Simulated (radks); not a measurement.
The numbers below are computed, except where a source is named.
Task: The mean radii <r> (bohr) of the occupied orbitals of an atom or ion are listed with their occupations. Level of theory: scalar-relativistic Kohn-Sham, PBE, spin-unpolarised, spherical densities, finite nucleus; Fermi nuclear charge, rms radius of each element as measured or else 0.836 A^(1/3) + 0.57 fm (a radial shooting solver on a logarithmic mesh with Libxc functionals).

| orbital | occ. | <r> |
|---|---|---|
| 1s | 2 | 0.02363 |
| 2s | 2 | 0.1010 |
| 2p | 6 | 0.08880 |
| 3s | 2 | 0.2662 |
| 3p | 6 | 0.2643 |
| 3d | 10 | 0.2415 |
| 4s | 2 | 0.5963 |
| 4p | 6 | 0.6260 |
| 4d | 10 | 0.6682 |
| 5s | 1 | 1.207 |

Name the element and its charge.

Result: Z = 60, neodymium, charge +13: Nd13+ in [Kr] 4d10 5s1. The 1s radius gives Z: for a bare nucleus <r> = (2 gamma + 1)/(2Z) with gamma = sqrt(1 - (Z/c)^2), 0.02332 bohr for Z = 60, and screening makes it slightly larger (0.02363 here). The occupations add up to 47, and the charge is Z minus that.
